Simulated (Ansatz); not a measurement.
Cost and result for the atomization energy of GaH9O3Si3 (`[SiH3][O][Ga]([O][SiH3])[O][SiH3]`) (16 atoms, 15 bonds).

```xyz
16

Si    1.184   -2.932   -0.160
O     0.755   -1.436   -0.675
Ga   -0.002   -0.001    0.000
O    -0.510    0.017    1.683
Si   -1.222    1.069    2.718
O    -0.253    1.417   -1.008
Si    0.038    1.862   -2.559
H     1.820   -3.642   -1.297
H     2.150   -2.847    0.969
H    -0.008   -3.697    0.293
H    -0.395    2.297    2.877
H    -1.358    0.396    4.034
H    -2.569    1.466    2.228
H    -0.668    0.962   -3.509
H    -0.457    3.250   -2.737
H     1.495    1.819   -2.858
```

Total charge 0; spin multiplicity 1. Correlated methods include outer-core shells of Ga, which these sets cover unevenly. Scalar relativity is left out up to krypton. The structure was optimised at the PBE0-D4/def2-TZVP level. It is one conformer, not always the lowest. Program: Ansatz. All runs use 2 threads of an AMD EPYC 7R13 on a shared host and a share of an NVIDIA H100 80 GB. Times are those of one run each, without the atoms' runs, and a repeat can differ threefold. Electronic energies, without spin–orbit coupling; frozen cores. CCSD(T)/CBS adds CCSD(T) − MP2 in def2-TZVPP to the MP2 limit, and its time is that of the two runs behind it. T1 = 0.013. With those shells the extrapolation isn't a true limit. HSE06 is the plane-wave form, built on full-range PBE exchange.

CCSD(T)/CBS is a level of theory with its own doubt, some kJ/mol a heavy atom from the limit and from the frozen cores, so smaller differences don't rank the functionals.

| level | functions | wall time | atomization (kJ/mol) | difference from CCSD(T)/CBS | per bond |
| --- | --- | --- | --- | --- | --- |
| r2SCAN-D4/def2-TZVPP (with forces) | 393 | 4.4 s | 5422.6 | -42.8 | -2.8 |
| PBE-D4/def2-TZVPP (with forces) | 393 | 5.5 s | 5368.0 | -97.4 | -6.5 |
| HSE06-D4/def2-TZVPP | 393 | 6.5 s | 5313.7 | -151.7 | -10.1 |
| B2PLYP/def2-TZVPP | 393 | 7.5 s | 5360.1 | -105.3 | -7.0 |
| CCSD(T)/def2-SVP | 173 | 8.5 s | 5055.0 | -410.4 | -27.4 |
| PBE-QIDH/def2-TZVPP | 393 | 9.5 s | 5352.3 | -113.1 | -7.5 |
| BHLYP-D4/def2-TZVPP | 393 | 11 s | 5290.9 | -174.5 | -11.6 |
| ωB97X-V/def2-TZVPP | 393 | 11 s | 5464.1 | -1.3 | -0.1 |
| CAM-B3LYP-D4/def2-TZVPP | 393 | 11 s | 5447.0 | -18.4 | -1.2 |
| ωB97M-V/def2-TZVPP (with forces) | 393 | 16 s | 5420.2 | -45.2 | -3.0 |
| MP2/def2-QZVPP | 740 | 16 s | 5494.6 | 29.2 | 1.9 |
| CCSD(T)/def2-TZVPP | 393 | 86 s | 5324.9 | -140.5 | -9.4 |
| CCSD(T)/CBS(def2) | – | 100 s | 5465.4 | 0.0 | 0.0 |

At CCSD(T), def2-SVP lies −410.3 kJ/mol from the extrapolated value and def2-TZVPP −140.4 kJ/mol: correlation converges slowly with the basis, and small sets miss more of it in the bonded molecule than in its fragments. The D4 term adds +66.6 kJ/mol with B3LYP and +36.0 kJ/mol with PBE0; it sums over pairs of atoms, weighted by their polarisabilities, and B3LYP, whose exchange is more repulsive, gets the larger term. Leaving LDA and LC-ωPBE aside and taking each functional with its dispersion term where it has one, the values, not all of them listed here, spread over 214.0 kJ/mol, from revPBE-D4 to ωB97X-V. LDA lies +734.1 kJ/mol from PBE without D4, its usual overbinding.

B3LYP here is the variant with VWN-RPA as its local correlation; programs differ in this.
